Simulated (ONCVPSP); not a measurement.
# Ranking ONCV potentials for Cr

All share these settings but for the change named:

Cr (Z = 24), optimised norm-conserving Vanderbilt (ONCV), made with ONCVPSP 4.0.1 (PW91, scalar-relativistic). Core [Ne], reference 3s2 3p6 3d5 4s1. Waves: 3s+4s: rc 1.20 bohr, ncon 4, nbas 8, qcut 11 1/bohr, 2 projectors; 3p: rc 1.25 bohr, ncon 4, nbas 7, qcut 8.6 1/bohr, 1 projector; 3d: rc 1.75 bohr, ncon 4, nbas 9, qcut 7.8 1/bohr, 3 projectors, debl 1.3 Ha. Local part: polynomial inside 0.75 bohr (lpopt 5, dvloc0 0 Ha). Core correction: polynomial model core, fcfact 0.25.

Cutoff: the first of the cutoffs (Ha) at which the residual kinetic energy of the hardest occupied pseudo-wave falls to 1 and 0.1 mHa per electron; the density cutoff is not measured.

The base gives 40 Ha.

Of 7 variants that were run, those that failed, showed a ghost or another fault, or gave nearly equal values are left out.

A variant can come out equal or close to the base.

Question: Rank these variants from softest to hardest (loose cutoff).
A. all radii but the core radius scaled by about 0.78 (s 0.94, p 0.98, d 1.36 bohr); local potential polynomial inside 0.58 bohr (lpopt 5, dvloc0 0 Ha)
B. all radii but the core radius scaled by about 1.25 (s 1.50, p 1.56, d 2.18 bohr); local potential polynomial inside 0.94 bohr (lpopt 5, dvloc0 0 Ha)
C. all radii but the core radius scaled by about 0.86 (s 1.04, p 1.08, d 1.50 bohr); local potential polynomial inside 0.64 bohr (lpopt 5, dvloc0 0 Ha)
D. all radii but the core radius scaled by about 1.08 (s 1.30, p 1.34, d 1.88 bohr); local potential polynomial inside 0.80 bohr (lpopt 5, dvloc0 0 Ha)

Answer: B (32 Ha), D (37 Ha), C (46 Ha), A (106 Ha).
